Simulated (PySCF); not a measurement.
## Fractional electron number in Sc (scandium, neutral)

The 4s beta orbital of [Ar] 3d1 4s2 is emptied in steps (occupation f), with all orbitals relaxed, ending at [Ar] 3d1 4s1. Calculation: PySCF 2.14, in aug-cc-pVDZ (7s6p4d2f, 59 functions); the non-relativistic Hamiltonian (point nucleus). The exact energy is a straight line in f; departures are measured from the line between the end points of the same method.

| f | BHandHLYP (eV) | BLYP (eV) |
| --- | --- | --- |
| 1 | 0.000 | 0.000 |
| 0.8 | -0.209 | -0.442 |
| 0.6 | -0.318 | -0.683 |
| 0.4 | -0.323 | -0.715 |
| 0.2 | -0.218 | -0.534 |
| 0 | 0.000 | 0.000 |

| method | E(f=0) − E(f=1) (eV) | −ε at f=1 (eV) | −ε at f=0.4 (eV) |
| --- | --- | --- | --- |
| BHandHLYP | 6.333 | 5.045 | 6.580 |
| BLYP | 6.521 | 3.818 | 6.900 |

Orbital energy along the path (eV):

```tsv
f	BHandHLYP	BLYP
1	-5.045	-3.818
0.8	-5.534	-4.806
0.6	-6.044	-5.832
0.4	-6.580	-6.900
0.2	-7.147	-7.917
0	-7.601	-8.925
```

Reference removal energy between the ground levels: 6.561 eV (measured; NIST Atomic Spectra Database, ionization energies). The calculation has no spin-orbit coupling.
